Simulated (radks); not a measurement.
Values are calculated unless marked as measured or tabulated.
All-electron atom: the gallium ion Ga2+ in [Ar] 3d10 4s1. Code: a radial shooting solver on a logarithmic mesh with Libxc functionals. Model: non-relativistic Kohn-Sham, PBE, spin-polarised, spherical densities, point nucleus; open shells are filled with parallel spins first.

Local quantities along the radius. ELF = 1/(1 + alpha^2) is the electron localisation function; alpha = (tau - tau_W)/tau_unif compares the Pauli kinetic energy density with that of the uniform gas (summed over spins).

r (bohr)    ELF    alpha
0.002408  1.000  0.01668
0.003135  1.000  0.01773
0.004083  1.000  0.01919
0.005316  1.000  0.02127
0.006922  0.999  0.02435
0.009014  0.999  0.02904
0.01183   0.999  0.03684
0.01541   0.998  0.04985
0.02006   0.995  0.07386
0.02612   0.985   0.1225
0.03401   0.949   0.2316
0.04429   0.805   0.4921
0.05767   0.480    1.041
0.0757    0.288    1.571
0.09857   0.404    1.215
0.1283    0.680   0.6862
0.1671    0.799   0.5011
0.2176    0.691   0.6693
0.2834    0.307    1.502
0.369     0.272    1.637
0.4843    0.631   0.7649
0.6306    0.772   0.5435
0.8212    0.711   0.6379
1.069     0.470    1.061
1.392     0.218    1.894
1.813     0.185    2.097
2.361     0.353    1.355
3.099     0.570   0.8690
4.035     0.627   0.7717
5.254     0.446    1.115

On this mesh the ELF has minima near r = 0.076, 0.32, 1.6 bohr, which separate the shells, and maxima near 0.17 (0.80), 0.63 (0.77), 4.0 (0.63).
